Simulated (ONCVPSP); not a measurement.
# Potentials for Ge compared

Generated with ld1.x 7.5 (TM, RRKJ, ultrasoft, PAW), atompaw 4.2 or ONCVPSP 4.0.1. The cutoff is in Ry: for ld1.x and atompaw files where the sum of valence levels is converged to 10 mRy in a Bessel basis, for ONCV files where the hardest occupied wave has 1 mHa per electron of residual kinetic energy. The error is the largest all-electron minus pseudo excitation energy over each file’s own four to seven test configurations (ionisations up to +4, promotions, holes and added fractions of an electron), all of which were solved. The labels leave out finer settings (local radius, basis sizes, second energies), which also bear on the numbers. Spin-polarised tests are not counted. The rows are a selection from randomly drawn settings: files with unsolved tests, undetermined cutoffs or missed reference levels are left out.

A true bound ghost makes a file unfit for plane-wave use even where its test errors are small: the radial tests pick states by their node count and pass the ghost by.

```tsv
potential	cutoff (Ry)	largest error (meV)	bound ghosts
ONCV, BLYP, fully relativistic, rc 1.00/1.10/1.10 (spd), local smoothed, core correction yes, reference 3s2 3p6 3d10 4s2 4p2, qcut 9.6/14/13.6, projectors 2/2/2	160	+2.7	none
ONCV, LDA (Perdew-Wang 92), scalar-relativistic, rc 1.60/1.70/1.00/1.00 (spdf), local f, core correction yes, reference 3d10 4s1, qcut 4.5/5.5/18.3/11.7, projectors 2/2/2/0	235	-710	s
ONCV, PBE, scalar-relativistic, rc 0.95/1.10/0.95 (spd), local d, core correction yes, reference 3s2 3p6 3d10 4s2 4p2, qcut 11.1/14.4/19, projectors 3/2/0	253	-4.4	none
ONCV, PBE, scalar-relativistic, rc 1.18/1.30/1.18 (spd), local d, core correction yes, reference 3s2 3p6 3d10 4s2 4p2, qcut 12.9/14.7/19.2, projectors 2/3/0	213	-7.4	s
ONCV, PBE, scalar-relativistic, rc 0.90/1.00/1.25 (spd), local smoothed, core correction no, reference 3s2 3p6 3d10 4s2 4p2, qcut 10.5/13.5/12.7, projectors 2/2/2	129	-6.1	none
```

Q: Fill in the row for Ge: ONCV, PBEsol, scalar-relativistic, rc 1.55/1.50/1.30/1.45 (spdf), local smoothed, core correction yes, reference 3d10 4s2, qcut 3.9/5.4/13.9/6.9, projectors 1/2/2/2.

A: cutoff 141 Ry, largest error +59 meV, bound ghosts: none.

Q: Fill in the row for Ge: ONCV, PBEsol, fully relativistic, rc 1.15/1.05/0.65 (spd), local smoothed, core correction yes, reference 3s2 3p6 3d10 4s2 4p2, qcut 8.3/11.7/16.4, projectors 3/2/2.

A: cutoff 995 Ry, largest error +3.4 meV, bound ghosts: s.
